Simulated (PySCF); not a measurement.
Compound: C₆H₁₃BO₂.
Structure used (PBE0-D3(BJ)/def2-SVP), in Å, numbered top down from 1:
```
atom  x, y, z in Å
C1     2.9801   -0.9536    0.1142
O2     1.6157   -0.6800    0.3013
B3     0.9048    0.1342   -0.4993
C4    -0.6570    0.2549   -0.2826
O5    -1.1969    1.4286   -0.8430
C6    -0.7591    2.5892   -0.2104
C7    -1.1946   -0.1704    1.1090
C8    -1.3945   -1.5939    0.5598
C9    -1.3205   -1.0193   -0.8642
H10    3.1150   -2.0288   -0.0815
H11    3.5317   -0.7000    1.0324
H12    3.3974   -0.3797   -0.7294
H13    1.4570    0.7055   -1.4213
H14   -1.0826    2.6381    0.8484
H15    0.3462    2.6852   -0.2284
H16   -1.1861    3.4513   -0.7427
H17   -2.1581    0.3294    1.2954
H18   -0.5391   -0.0426    1.9833
H19   -0.5359   -2.2406    0.7887
H20   -2.3180   -2.1212    0.8398
H21   -0.7869   -1.5887   -1.6426
H22   -2.3108   -0.7363   -1.2531
```

The computed photoelectron lines, unassigned: B 1s: 195.99 eV; C 1s: 289.99 (area 2), 290.21 (area 1), 290.90 (area 1), 291.81 (area 1), 292.54 (area 1) eV; O 1s: 537.77 (area 1), 538.79 (area 1) eV.

Computed with delta-SCF UKS SCAN, pcX-2 on the ionised atom, pcseg-1 elsewhere, spin-free X2C (PySCF 2.14.0). One conformer (not necessarily the lowest) at the PBE0-D3(BJ)/def2-SVP geometry, without solvent, vibrations or thermal averaging.

**Question.** Which carbon gives which C 1s line?

**Answer.** 289.99 eV: C7/C9 (four-membered-ring carbon); 290.21 eV: C8 (four-membered-ring carbon); 290.90 eV: C4 (sp3 carbon bound to oxygen); 291.81 eV: C6 (methoxy carbon); 292.54 eV: C1 (methoxy carbon). The listed C 1s values span 2.55 eV, from C7/C9 (bonded to 2 C and 2 H) to C1 (bonded to O and 3 H). The widest gap between neighbouring values is 0.91 eV, between 290.90 and 291.81 eV. Summing the Pauling electronegativity differences to the bonded atoms, each weighted by its formal bond order, gives -0.70 for the lowest site and -0.16 for the highest; the largest sum, +0.38, belongs to C4, 1.64 eV below the top.

**Question.** Which oxygen gives which O 1s line?

**Answer.** 537.77 eV: O5 (ether oxygen); 538.79 eV: O2 (boron-bound oxygen). The listed O 1s values span 1.02 eV, from O5 (bonded to 2 C) to O2 (bonded to C and B).

Bonded neighbours of each site: C1: O and 3 H; O2: C and B; B3: O, C and H; C4: O, 2 C and B; O5: 2 C; C6: O and 3 H; C7/C9: 2 C and 2 H; C8: 2 C and 2 H.

**Question.** Which photon energy gives electrons from B 1s of B3 a kinetic energy of 100 eV, and what is their de Broglie wavelength?

**Answer.** hν = 195.99 + 100 = 295.99 eV, recoil neglected; λ = 12.264 Å/√(E/eV) = 1.23 Å.

Topologically equivalent atoms share the value of their first member; where this conformer doesn't relate them by symmetry, their own values could differ.
